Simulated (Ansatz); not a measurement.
`[CH3][InH-]([CH3])[SH2+]`, relaxed with RKS PBE-D4/def2-SVP in Ansatz from a rough embedded geometry. The force threshold is 0.03 eV/Å; the program also tests the step.

The species carries charge 0 and has multiplicity 1. In: def2 effective core potential.

Start:

```xyz
13

C     1.823    0.556   -0.306
In    0.146   -0.613    0.329
C    -1.236    0.700    1.359
S    -0.973   -1.514   -1.598
H     1.813    1.585    0.087
H     1.929    0.583   -1.440
H     2.794    0.093    0.060
H     0.661   -1.879    1.454
H    -0.840    1.740    1.372
H    -2.226    0.754    0.761
H    -1.462    0.321    2.354
H    -2.235   -1.097   -1.697
H    -0.193   -1.231   -2.736
```

| step | energy (eV) | largest force (eV/Å) | largest move (Å) |
| --- | --- | --- | --- |
| 1 | -18215.1624 | 3.408 | 0.000 |
| 2 | -18216.1821 | 1.181 | 0.195 |
| 3 | -18216.3603 | 1.655 | 0.195 |
| 4 | -18216.4568 | 0.318 | 0.200 |
| 5 | -18216.4759 | 0.198 | 0.092 |
| 6 | -18216.4856 | 0.060 | 0.120 |
| 7 | -18216.4892 | 0.034 | 0.061 |
| 8 | -18216.4901 | 0.015 | 0.045 |
| 9 (rejected) | -18216.4788 | 0.496 | 0.197 |
| 10 | -18216.4911 | 0.033 | 0.066 |
| 11 | -18216.4911 | 0.177 | 0.098 |
| 13 | -18216.4963 | 0.032 | 0.105 |
| 15 | -18216.4989 | 0.195 | 0.077 |
| 17 | -18216.5076 | 0.011 | 0.081 |
| 19 | -18216.5098 | 0.112 | 0.095 |
| 21 | -18216.5136 | 0.114 | 0.067 |
| 23 (rejected) | -18216.5100 | 0.152 | 0.073 |
| 25 | -18216.5177 | 0.129 | 0.098 |
| 27 | -18216.5210 | 0.098 | 0.057 |
| 29 (rejected) | -18216.5219 | 0.176 | 0.102 |
| 31 | -18216.5246 | 0.064 | 0.065 |
| 33 | -18216.5254 | 0.028 | 0.041 |

End:

```xyz
13

C     1.827    0.560   -0.547
In    0.388   -0.382    0.827
C    -1.444    0.725    1.328
S    -0.909   -1.854   -1.365
H     2.525    1.205    0.025
H     1.310    1.198   -1.292
H     2.434   -0.201   -1.078
H     0.867   -1.792    1.759
H    -1.243    1.422    2.169
H    -1.789    1.329    0.464
H    -2.257    0.039    1.642
H    -1.727   -0.804   -1.656
H     0.017   -1.445   -2.278
```

Run time 44 s (4 threads of a server CPU on a shared host); peak host memory 0.17 GiB.
